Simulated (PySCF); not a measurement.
Isomers of C9H13NS. Theory: PBE0-D3(BJ)/def2-SVP geometry optimisation, gas phase in PySCF 2.14.0. One conformer each; no zero-point energy, no entropy. No frequencies were run at this level. Point groups hold within 0.08 Å.

Question: Rank from lowest to highest electronic energy at this level (kcal/mol).
A. `[CH3:1][S:2][c:3]1[cH:4][cH:5][c:6]([N:7]([CH3:8])[CH3:9])[cH:10][cH:11]1` with C1–S2–C3–C4 178°
B. `[CH3:1][C:2]([CH3:3])([CH3:4])[c:5]1[cH:6][cH:7][c:8]([SH:9])[cH:10][n:11]1` with C7–C8–S9–H -179°

Answer: B (0.0), A (10.3).

As drawn, the lower has an S–H bond and a quaternary carbon, which the higher lacks.

```tsv
SMILES	E (Eh)	E rel (kcal/mol)	dipole (D)	point group	A, B, C (MHz)
CC(C)(C)c1ccc(S)cn1	-802.72120	0.0	0.74	C1	2568, 480.3, 444.1
CSc1ccc(N(C)C)cc1	-802.70478	10.3	2.67	near Cs	2822, 451.4, 392.2
```
